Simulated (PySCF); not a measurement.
Excitations are Tamm–Dancoff values on a coarser integration grid. The basis has no diffuse functions, so Rydberg states are missing or too high.

Z-matrix (Å, degrees):
```
B
O 1 1.3315
H 2 0.9637 1 113.37
C 1 1.5610 2 124.07 3 180.00
O 4 1.1579 1 147.36 2 180.00
```
Charge 0, multiplicity 1.

### Question
What is the computed S1–T1 gap (TDA), dipole moment and HOMO–LUMO gap (ωB97X-D3(BJ)/def2-TZVP // B3LYP-D3(BJ)/def2-TZVP (PySCF))?

### Answer

| Item | Result |
|---|---|
| S1–T1 gap (TDA) | 0.74 eV |
| dipole moment | 2.39 D |
| HOMO–LUMO gap | 7.51 eV |
